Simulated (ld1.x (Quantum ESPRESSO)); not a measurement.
# Transferability test, PAW potential for B

```
Element                 : B
Generator               : ld1.x (Quantum ESPRESSO) 7.5
Type                    : PAW
Functional              : PBE
Relativity              : non-relativistic
Frozen core             : [He]
Valence charge          : 3
Reference configuration : 2s2 2p1
Partial waves           : 2s (bound): rcut 1.35, rcutus 1.85 bohr; 2s channel at 2.8 Ry: rcut 1.35, rcutus 1.85 bohr; 2p (bound): rcut 1.70, rcutus 2.35 bohr; 2p channel at 1.75 Ry: rcut 1.70, rcutus 2.35 bohr
Local potential         : all-electron potential smoothed inside 1.40 bohr (lloc = -2)
Core correction         : Bessel-smoothed model core, default radius (core density twice the valence density)
Augmentation charge     : PSQ, inside the norm-conserving radii
```

Energies are relative to the spin-unpolarised reference configuration 2s2 2p1; without spin polarisation the order of configurations can differ from experiment. The frozen-core shift is the all-electron ΔE with the core orbitals held at their reference shape minus the fully relaxed ΔE.

| valence configuration | charge | ΔE all-electron (eV) | error AE − PS (meV) | frozen-core shift (meV) |
| --- | --- | --- | --- | --- |
| 2s2 2p0 | +1 | 8.222 | -0.1 | +0.3 |
| 2s2 2p0.5 | +0.5 | 2.888 | +0.1 | 0.0 |
| 2s1 2p2 | 0 | 5.844 | -0.6 | +0.5 |
| 2s2 2p1.3 | -0.3 | -0.739 | +0.1 | 0.0 |
| 2s1 2p1 | +1 | 14.355 | -0.3 | +0.9 |
| 2s0 2p3 | 0 | 11.708 | -2.8 | +1.8 |

Q: What are ΔE and the potential's error for 2s1 2p0?

A: ΔE = 33.637 eV all-electron; the error (AE − PS) is -3.4 meV.

Levels in the configuration 2s1 2p0:

```tsv
level	all-electron (eV)	pseudo (eV)
2s	-31.466	-31.475
```
